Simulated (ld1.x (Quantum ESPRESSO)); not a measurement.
**Which change was made? (Ne, TM)**

```
Element                 : neon (Ne)
Generator               : ld1.x (Quantum ESPRESSO) 7.5
Type                    : norm-conserving Troullier–Martins (Kleinman–Bylander form)
Functional              : PBE
Relativity              : non-relativistic
Frozen core             : [He]
Valence charge          : 8
Reference configuration : 2s2 2p4.5 (charge +1.5)
Partial waves           : 2s (bound): rc 0.65 bohr; 2p (bound): rc 1.30 bohr; 3d channel at 0.2 Ry: rc 1.20 bohr
Local potential         : all-electron potential smoothed inside 1.00 bohr (lloc = -1)
Core correction         : none
```

Cutoffs, loose and tight: the cutoffs (Ry, on a coarse ladder) from which the occupation-weighted sum of valence levels, in a spherical-Bessel basis at the reference potential, stays within 10 and 1 mRy of its value at 400 Ry. They do not see the model core or the augmentation charge, which bear on the density cutoff. Test errors are all-electron minus pseudo excitation energies from the reference, over the configurations 2s2 2p6; 2s2 2p5; 2s2 2p4; 2s2 2p5.5; 2s2 2p3; 2s1 2p6; 2s2 2p2; variants that change the core or the reference have their own tests.

The base gives: outcome: generated; cutoff, loose: 230 Ry; cutoff, tight: 300 Ry; bound ghosts: none; largest test error (meV): +1413.

After one change the result is: outcome: generated; cutoff, loose: 230 Ry; cutoff, tight: 300 Ry; bound ghosts: none; largest test error (meV): +3582. Which change was it?
A. wave 2p (bound): rc 1.30 bohr becomes 2p (bound): rc 1.68 bohr
B. wave 2p (bound): rc 1.30 bohr becomes 2p (bound): rc 0.98 bohr
C. wave 2p (bound): rc 1.30 bohr becomes 2p (bound): rc 1.16 bohr
D. wave 2p (bound): rc 1.30 bohr becomes 2p (bound): rc 1.94 bohr

A. The others give: wave 2p (bound): rc 1.30 bohr becomes 2p (bound): rc 0.98 bohr → outcome: generated; cutoff, loose: 230 Ry; cutoff, tight: 300 Ry; bound ghosts: none; largest test error (meV): +368 | wave 2p (bound): rc 1.30 bohr becomes 2p (bound): rc 1.94 bohr → outcome: generated; cutoff, loose: 230 Ry; cutoff, tight: 300 Ry; bound ghosts: none; largest test error (meV): +5720 | wave 2p (bound): rc 1.30 bohr becomes 2p (bound): rc 1.16 bohr → outcome: generated; cutoff, loose: 230 Ry; cutoff, tight: 300 Ry; bound ghosts: none; largest test error (meV): +832.
